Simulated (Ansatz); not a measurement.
**Ligand exchange: GaH2F + CH2I2 → GaH2I + CH2FI**

Species: GaH2F `[F][GaH2]`, singlet; CH2I2 `ICI`, singlet; GaH2I `[GaH2][I]`, singlet; CH2FI (fluoroiodomethane) `FCI`, singlet. The partners trade F for I: Ga–F and C–I bonds give way to Ga–I and C–F.

Shapes, held fixed at every level: PBE0-D4/def2-TZVP. Programs: Ansatz 0.2.0. The zero-point and thermal change to 298 K, harmonic and unscaled (PBE0-D4/def2-TZVP), is +3.7 kJ/mol.

Q: Estimate ΔH(298 K) of this reaction.

A: The highest level, CCSD(T)/def2-TZVPP, gives ΔH(298 K) = +1.3 kJ/mol; the levels span -34.5 to +1.3. That is about zero within the method's error. They disagree on the sign: 1 of 7 are positive. The column of differences is taken from that level and isn't an error. No measured value is set beside it here. For atoms past krypton def2 sets carry core potentials with scalar relativity. Relativity is left out for Ga. Outer-core shells of Ga, I are correlated in most correlated rows, in sets that cover them unevenly. CCSD(T)/def2-TZVPP lies outside the range of all other levels here, so it shouldn't be taken on trust. Times are processor times on shared x86 and Arm servers, and rough.

```json
{"level": "HF/def2-SVP", "kind": "Hartree–Fock", "ΔH(298 K) (kJ/mol)": "-34.5", "less CCSD(T)/def2-TZVPP": "-35.8", "CPU time (sum over the molecules)": "–"}
{"level": "PBE-D4/def2-TZVPP", "kind": "GGA", "ΔH(298 K) (kJ/mol)": "-9.1", "less CCSD(T)/def2-TZVPP": "-10.4", "CPU time (sum over the molecules)": "12 s"}
{"level": "BHLYP-D4/def2-TZVPP", "kind": "global hybrid", "ΔH(298 K) (kJ/mol)": "-12.7", "less CCSD(T)/def2-TZVPP": "-14.0", "CPU time (sum over the molecules)": "16 s"}
{"level": "wB97M-V/def2-TZVPP", "kind": "range-separated hybrid", "ΔH(298 K) (kJ/mol)": "-6.9", "less CCSD(T)/def2-TZVPP": "-8.2", "CPU time (sum over the molecules)": "42 s"}
{"level": "CCSD(T)/def2-SVP", "kind": "coupled cluster or CI", "ΔH(298 K) (kJ/mol)": "-11.0", "less CCSD(T)/def2-TZVPP": "-12.3", "CPU time (sum over the molecules)": "16 s"}
{"level": "CCSD/def2-TZVPP", "kind": "coupled cluster or CI", "ΔH(298 K) (kJ/mol)": "-2.0", "less CCSD(T)/def2-TZVPP": "-3.3", "CPU time (sum over the molecules)": "–"}
{"level": "CCSD(T)/def2-TZVPP", "kind": "coupled cluster or CI", "ΔH(298 K) (kJ/mol)": "+1.3", "less CCSD(T)/def2-TZVPP": "0.0", "CPU time (sum over the molecules)": "1.7 min"}
```
